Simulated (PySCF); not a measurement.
[FeF4]- (charge -1 and sextet state).
SMILES: `[F][Fe-]([F])([F])[F]`

Theory: PBE0-D3(BJ)/def2-SVP geometry optimisation, gas phase (PySCF 2.14.0).

Masses are those of the commonest isotopes; rigid-rotor values at the optimised geometry. 

Problem. Give the principal moments of inertia and the rotational constants in MHz.

Solution. Ia = 165.71, Ib = 166.30, Ic = 166.58 u·Å²; 505379 MHz·u·Å²/I gives A = 3050, B = 3039, C = 3034 MHz.

Problem. What kind of rotor is it?

Solution. A spherical top, as the point group Td requires three equal moments; the computed ones differ by 0.53 % because the geometry is symmetric only within the optimiser's tolerance.

The point group Td allows no dipole (computed: 0.02 D (about the centre of mass, as the species is charged)), so a rigid rotor has no electric-dipole lines.

For this open shell read J as N, the rotation without spin; fine and hyperfine splittings come on top. Not checked by PBE0-D3(BJ)/def2-SVP frequencies. ⟨S²⟩ = 8.755 (exact for a sextet: 8.75). These are rigid-rotor constants of the computed structure; measured ground-state constants (B0) also hold zero-point vibration.
